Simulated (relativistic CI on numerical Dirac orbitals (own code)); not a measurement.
## Cs46+: sensitivity of the levels to the model

Base calculation: Dirac-Coulomb-Breit CI, orbitals from a KLI potential per configuration, model QED, unscaled Slater integrals.

Configurations in the expansion (outside the closed core 1s2): 2s2 2p5, 2s 2p6, 2p6 3s, 2p6 3p, 2p6 3d, 2s2 2p4 3s, 2s2 2p4 3p, 2s2 2p4 3d, 2s 2p5 3s, 2s 2p5 3p, 2s 2p5 3d, 2s2 2p4 4s, 2s2 2p4 4p, 2s2 2p4 4d, 2s2 2p4 4f, 2s 2p5 4s. Levels of other configurations are missing.

Variants: (1) valence Slater integrals scaled by 0.9; (2) QED terms removed; (3) one mean potential for all configurations. Shifts of the energy above 2s2 2p5 2P°_3/2, in eV, for the lowest level and the first level of each name with at least 55 % of one term (blank where a level changes its place among those of its configuration and J or its character, or is not in the variant):

```csv
Level,Base,Δ(1),Δ(2),Δ(3)
2s2 2p5 2P°_3/2,0.00,0.00,0.00,0.00
2s2 2p5 2P°_1/2,363.77,+0.03,-0.61,-0.01
2s 2p6 2S_1/2,677.26,+0.16,+5.76,+0.30
2s2 2p4 3s 4P_5/2,4497.28,+0.99,-1.19,+0.28
2s2 2p4 3s 2P_3/2,4505.01,+0.21,-1.19,+0.35
2s2 2p4 3s 2S_1/2,4539.14,-2.49,-1.17,0.00
2s2 2p4 3p 2P°_1/2,4624.39,-1.88,+0.58,-0.06
2s2 2p4 3p 4D°_7/2,4684.93,+1.09,+0.39,+0.26
2s2 2p4 3d 4F_9/2,4811.12,+1.17,+0.55,+0.25
2s2 2p4 3d 2D_3/2,4824.21,-1.21,+0.61,+0.05
2s2 2p4 3s 4P_3/2,4860.42,+1.58,-1.68,+0.76
2s2 2p4 3s 2P_1/2,4866.55,+1.12,-1.77,+0.85
2s2 2p4 3s 2D_5/2,4879.15,-0.72,-1.64,+0.67
2s2 2p4 3s 2D_3/2,4881.77,-0.70,-1.77,+0.74
```

At this charge energies of transitions that change n are usually good to better than 1 %, and those within a shell (Δn = 0) to a few per cent.

Ionisation energy from the two ground configurations alone: base 8223.69 eV. The NIST ASD value (theoretical) is 8224 eV.

LS names give the leading component of a level, which can be under half, so a name can repeat, a term be missing and a line seem to break the LS rules.
